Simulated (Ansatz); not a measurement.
`[F][GaH][N]([SiH3])[SiH3]`, relaxed with RKS PBE0-D4/def2-TZVP in the Gaussian-basis code of Ansatz from a GFN2-xTB geometry. The force threshold is 0.005 eV/Å; the program also tests the step.

Total charge 0; spin multiplicity 1.

Start:

```xyz
12

F     1.059    1.291   -2.653
Ga   -0.155    0.317   -1.862
N     0.040   -0.142   -0.070
Si   -1.393   -0.685    0.760
Si    1.492    0.375    0.755
H    -1.326   -0.133   -2.738
H    -2.325   -1.144   -0.284
H    -1.991    0.419    1.527
H    -0.987   -1.778    1.647
H     2.593    0.284   -0.213
H     1.670   -0.554    1.876
H     1.325    1.750    1.254
```

(1) How much energy does the relaxation release, and in how many steps? (Best estimate.)

(2) Which bonds change most? (Estimate.)

(3) Give the relaxed structure. (Best estimate.)

## Answers

(1) The calculation gave: 13.72 kJ/mol, in 18 steps, 1 of them rejected.

(2) Ansatz gave: Ga2–N3 from 1.860 to 1.830 Å; Si5–H11 from 1.467 to 1.490 Å; Si4–H9 from 1.465 to 1.487 Å; Si4–H8 from 1.471 to 1.487 Å.

(3) Computed: 
```xyz
12

F     1.196    1.203   -2.488
Ga   -0.243    0.382   -1.899
N    -0.051    0.008   -0.119
Si   -1.309   -0.803    0.753
Si    1.414    0.472    0.705
H    -1.411    0.091   -2.861
H    -2.424   -1.070   -0.197
H    -1.821    0.028    1.875
H    -0.839   -2.097    1.317
H     2.605   -0.193    0.119
H     1.267    0.036    2.122
H     1.616    1.942    0.673
```
